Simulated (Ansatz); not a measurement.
Species: sum formula HSiOBr2, charge 0, multiplicity 2. It need not be the lowest isomer of its formula. SMILES: O[Si](Br)Br
Structure (B3LYP-D3(BJ)/def2-TZVP (Ansatz, a first-principles code) minimum search):
```
Si
O 1 1.6394
H 2 0.9635 1 118.01
Br 1 2.2361 2 106.56 3 -154.55
Br 1 2.2572 2 109.43 3 -33.78
```
Charge 0, spin multiplicity 2.

Wanted: atomisation energy (electronic, to ground-state atoms), in kcal/mol. Correlated levels leave the core frozen unless marked. UHF or UKS for open shells. Spin-orbit coupling is left out. Frozen are the shells of the preceding noble gas and the d and f shells that filled before the atom's block. Non-relativistic. The coupled-cluster limit lacks core correlation, which all-electron functionals hold. CBS marks a two-point X^-3 extrapolation of the correlation energy; Hartree-Fock from the larger set. The bracket is a focal-point correction in the basis named.

```tsv
level	program	atomisation energy (kcal/mol)
PBE/def2-TZVPD	Ansatz	?
BLYP-D3(BJ)/def2-TZVPD	Ansatz + dftd3	371.7
BLYP-D4/def2-TZVPD	Ansatz + dftd4	371.7
BLYP/def2-TZVPD	Ansatz	363.0
r2SCAN/def2-TZVPD	Ansatz	?
B97M-V/def2-TZVPD	Ansatz	?
B3LYP-D4/def2-TZVPD	Ansatz + dftd4	?
PBE0/STO-3G	Ansatz	394.8
HSE06-D4/def2-TZVPD	Ansatz + dftd4	374.6
LC-wPBE-D4/def2-TZVPD	Ansatz + dftd4	371.7
wB97X-V/def2-TZVPD	Ansatz	373.1
B2GP-PLYP-D4/def2-TZVPD	Ansatz + dftd4	366.5
RPA@PBE/def2-TZVPP	Ansatz	329.3
SCS-MP2/6-31G*	Ansatz	328.1
CCSD/6-31G	Ansatz	244.9
RI-MP2/CBS(def2-TZVPP,def2-QZVPP)+[CCSD(T)-MP2]/def2-TZVPP	Ansatz	373.3
```

Problem. Fill in the missing entries.

Solution. 
- PBE/def2-TZVPD, atomisation energy (kcal/mol): 381.1
- r2SCAN/def2-TZVPD, atomisation energy (kcal/mol): 380.8
- B97M-V/def2-TZVPD, atomisation energy (kcal/mol): 373.9
- B3LYP-D4/def2-TZVPD, atomisation energy (kcal/mol): 369.2
